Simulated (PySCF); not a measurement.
C₆H₁₃O₃ (SMILES COCC(C)[OH+]C(C)=O), charge +1, singlet, at the geometry of the source list. Base run: R2SCAN/STO-3G (PySCF).

Here is a job for PySCF.
```python
from pyscf import gto, scf, dft

mol = gto.M(
    atom='''
C     2.406900    1.333700    1.050800
O     1.197800    0.585500    0.981100
C     1.337000   -0.754000    0.514000
C    -0.067900   -1.157100    0.022400
C    -0.050300   -2.124100   -1.142000
O    -0.669500    0.118300   -0.394000
C    -2.096600    0.377300    0.030900
C    -2.536200    1.652400   -0.544000
O    -2.619300   -0.437000    0.687100
H     3.092000    0.874000    1.763500
H     2.885300    1.399300    0.070800
H     2.132200    2.325600    1.401800
H     1.680900   -1.411500    1.315800
H     2.057300   -0.791100   -0.313100
H    -0.672900   -1.549800    0.847400
H    -1.061600   -2.389100   -1.435600
H     0.463800   -1.691200   -1.996500
H     0.466800   -3.031300   -0.845600
H     0.036700    0.758000    0.106000
H    -2.751500    1.512400   -1.603500
H    -3.453200    1.971600   -0.052600
H    -1.777700    2.428100   -0.464600
''',
    basis='sto-3g',
    charge=1,
    spin=0,
    verbose=4,
)

mf = dft.RKS(mol)
mf.xc = 'r2scan'
mf.kernel()
mf.analyze()
```

Variants of this job, named by their change:

| change | ΔE vs base (µEh) | SCF cycles | outcome |
|---|---|---|---|
| base | 0.0 | 11 | converged |
| level_shift = 0.5 (with mf.max_cycle = 100) | 0.0 | 20 | converged |
| init_guess = 1e | 0.0 | 21 | converged |
| diis = off; damp = 0.3 (with mf.diis_start_cycle = 200; with mf.max_cycle = 150) | - | 150 | not converged |
| level_shift = 0.3 (with mf.max_cycle = 100) | 0.0 | 15 | converged |
| diis_space = 20 | 0.0 | 11 | converged |
| diis = off (with mf.max_cycle = 100) | - | 100 | not converged |
| conv_tol_grad = 1e-7 | 0.0 | 14 | converged |
| diis_space = 2 | - | 50 | not converged |
| init_guess = vsap | 0.0 | 14 | converged |
| init_guess = atom | 0.0 | 10 | converged |
| diis_space = 12 | 0.0 | 11 | converged |
| diis_space = 4 | 0.0 | 14 | converged |
